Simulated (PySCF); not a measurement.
PySCF 2.14 output of an unrestricted LDA calculation on a single atom or ion in x2c-QZVPPall with one added diffuse shell each of s, p, d, f, g type (12s8p6d4f3g, 121 functions), with scalar relativity by spin-free X2C-1e:

```
SCF conv_tol = 1e-09
number electrons alpha = 12  beta = 9
    P. A. M. Dirac.,  Math. Proc. Cambridge Philos. Soc. 26, 376 (1930)
    F. Bloch.,  Z. Phys. 57, 545 (1929)
    S. H. Vosko, L. Wilk, and M. Nusair.,  Can. J. Phys. 58, 1200 (1980)
cycle= 1 E= -851.379474589502  delta_E= -0.0197  |g|= 0.0358  |ddm|= 0.402
cycle= 2 E= -851.379489678125  delta_E= -1.51e-05  |g|= 0.0206  |ddm|= 0.0828
cycle= 3 E= -851.379589359014  delta_E= -9.97e-05  |g|= 0.0061  |ddm|= 0.0292
cycle= 4 E= -851.379600000737  delta_E= -1.06e-05  |g|= 0.000138  |ddm|= 0.00778
cycle= 5 E= -851.379600007505  delta_E= -6.77e-09  |g|= 1.13e-05  |ddm|= 0.000151
cycle= 6 E= -851.379600007551  delta_E= -4.62e-11  |g|= 6.09e-07  |ddm|= 3.41e-05
converged SCF energy = -851.379600007551  <S^2> = 3.7501206  2S+1 = 4.0000603
```

The run itself started from symmetry-adapted Hartree-Fock orbitals and held the occupation by maximum overlap, on a logarithmic radial grid, so the iterations belong to that start.

Task: Which element, charge and spin multiplicity is this?

Result: Ti⁺ (titanium, charge +1), multiplicity 4; the state was [Ar] 3d2 4s1, high-spin 4F determinant.
